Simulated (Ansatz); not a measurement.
Species: GaCl$_{3}$ (charge -1, doublet). 
Geometry from a B3LYP-D3(BJ)/def2-TZVP (Ansatz, a first-principles code) optimisation:
```
Ga
Cl 1 2.2915
Cl 1 2.2915 2 107.90
Cl 1 2.2915 2 107.90 3 116.35
```
Charge -1, spin multiplicity 2.

Basis-set convergence of Hartree-Fock and CCSD correlation energies (hartree) with Ansatz. Cores are frozen in the correlated levels unless marked. UHF or UKS for open shells. No spin-orbit coupling. Frozen are the shells of the preceding noble gas and the d and f shells that filled before the atom's block. Non-relativistic.

```
basis        functions        E(HF)  E(corr, CCSD)
-----------  ---------  -----------  -------------
def2-SVPD          119  -3301.33032       -0.53195
def2-TZVPPD        207            ?              ?
```

Question: What belongs in the gaps?

Answer: 
- def2-TZVPPD, E(HF): -3302.02674
- def2-TZVPPD, E(corr, CCSD): -0.68849
